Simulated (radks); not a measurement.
Results of a calculation; reference values are marked as such.
Valence configurations of neutral cadmium (all share [Kr]). Code: a radial shooting solver on a logarithmic mesh with Libxc functionals. Model: Dirac Kohn-Sham, PBE, spin-unpolarised, spherical densities, point nucleus; open shells fill j = l - 1/2 first. Energies are relative to 4d10 5s2; eigenvalues in eV.

| valence | E (eV) | e(4d3/2) | e(4d5/2) | e(5p1/2) | e(5p3/2) | e(5s1/2) |
|---|---|---|---|---|---|---|
| 4d10 5s2 | 0.000 | -12.152 | -11.456 | - | - | -5.660 |
| 4d10 5s1.5 5p0.5 | 2.217 | -13.095 | -12.396 | -1.764 | - | -6.284 |
| 4d10 5s1 5p1 | 4.517 | -13.936 | -13.235 | -2.149 | - | -6.825 |
| 4d9.5 5s2 5p0.5 | 5.576 | -14.895 | -14.174 | -2.018 | - | -6.840 |
| 4d10 5p2 | 9.324 | -15.437 | -14.730 | -2.824 | - | - |
| 4d9 5s2 5p1 | 12.152 | -17.532 | -16.787 | -2.641 | - | -7.891 |
| 4d9 5s1 5p2 | 17.518 | -18.951 | -18.202 | -3.282 | - | -8.756 |
| 4d8.5 5s2 5p1.5 | 19.721 | -20.119 | -19.351 | -3.223 | - | -8.862 |
| 4d8 5s2 5p2 | 28.280 | -22.683 | -21.890 | -3.778 | - | -9.781 |
| 4d8 5s1 5p3 | 34.784 | -24.121 | -23.323 | -4.427 | -4.014 | -10.633 |

NIST lists [Kr] 4d10 5s2 as the ground configuration; this level of theory agrees among the configurations tried. The energies are those of spherical spin-averaged densities, not of single terms.
